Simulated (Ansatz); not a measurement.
`Sc1ccc(-c2ccc(-c3ccccc3)cc2)cc1`. Total charge 0; singlet. Geometry r2SCAN-D4/def2-SVP; atoms count from 1.

```xyz
33

S    -3.220   -5.928    2.666
C    -2.391   -4.494    2.047
C    -1.041   -4.211    2.308
C    -0.449   -3.063    1.786
C    -1.174   -2.160    0.984
C    -0.538   -0.947    0.429
C    -0.902   -0.447   -0.836
C    -0.300    0.694   -1.362
C     0.692    1.391   -0.647
C     1.331    2.603   -1.206
C     1.702    3.676   -0.373
C     2.305    4.819   -0.901
C     2.553    4.915   -2.274
C     2.191    3.857   -3.113
C     1.587    2.715   -2.586
C     1.054    0.893    0.619
C     0.454   -0.249    1.144
C    -2.526   -2.459    0.731
C    -3.130   -3.601    1.251
H    -2.169   -6.433    3.347
H    -0.442   -4.897    2.916
H     0.611   -2.879    1.981
H    -1.656   -0.974   -1.427
H    -0.617    1.063   -2.341
H     1.487    3.624    0.698
H     2.575    5.645   -0.236
H     3.026    5.811   -2.687
H     2.390    3.917   -4.188
H     1.334    1.882   -3.248
H     1.833    1.401    1.195
H     0.747   -0.598    2.138
H    -3.129   -1.766    0.137
H    -4.186   -3.798    1.047
```

Single mean-field runs in def2-TZVP are fitted with def2-universal-jkfit.

Estimate the Mulliken populations of the heavy atoms from the PBE0/def2-TZVP orbitals of Ansatz.


```csv
atom,charge (e)
S1,-0.17
C2,0.18
C3,-0.21
C4,-0.22
C5,0.14
C6,0.18
C7,-0.20
C8,-0.21
C9,0.19
C10,0.15
C11,-0.22
C12,-0.12
C13,-0.11
C14,-0.12
C15,-0.22
C16,-0.21
C17,-0.20
C18,-0.21
C19,-0.18
```
Mulliken values and Mayer orders depend strongly on the basis.

And the Mayer bond orders between bonded heavy atoms (over 0.3)?

S1–C2 1.08 (1.77 Å); C2–C3 1.35 (1.40 Å); C2–C19 1.35 (1.41 Å); C3–C4 1.47 (1.39 Å); C4–C5 1.38 (1.41 Å); C5–C6 0.89 (1.48 Å); C5–C18 1.37 (1.41 Å); C6–C7 1.37 (1.41 Å); C6–C17 1.37 (1.41 Å); C7–C8 1.46 (1.39 Å); C8–C9 1.38 (1.41 Å); C9–C10 0.88 (1.48 Å); C9–C16 1.38 (1.41 Å); C10–C11 1.39 (1.41 Å); C10–C15 1.39 (1.41 Å); C11–C12 1.46 (1.40 Å); C12–C13 1.42 (1.40 Å); C13–C14 1.42 (1.40 Å); C14–C15 1.46 (1.40 Å); C16–C17 1.46 (1.39 Å); C18–C19 1.49 (1.39 Å).
